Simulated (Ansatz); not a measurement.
Mulliken charges of H$_{2}$IIn, SMILES `[InH2][I]` from ωB97M-V/def2-TZVPP in Ansatz (PBE0-D4/def2-TZVP geometry).

| atom | x (Å) | y (Å) | z (Å) | charge (e) |
| --- | --- | --- | --- | --- |
| In1 | -0.303 | -0.035 | -0.104 | 0.447 |
| I2 | 2.209 | 0.257 | 0.760 | -0.315 |
| H3 | -1.007 | -1.536 | 0.310 | -0.066 |
| H4 | -0.899 | 1.314 | -0.966 | -0.066 |

Question: By hand: the dipole of these point charges (1 e Å = 4.8032 D).

Answer: Σ q r = (-0.705, -0.082, -0.243) e Å, of length 0.750 e Å = 3.60 D.

Question: How does the dipole of the full density compare? (Estimate.)

Answer: Computed: (-0.471, -0.055, -0.162) e Å, 2.41 D; the point charges give 1.49 times that, at 0° from its direction.

Point charges leave out the atoms' own dipoles, such as those of lone pairs, and Mulliken's split depends on the basis, so the two needn't agree.
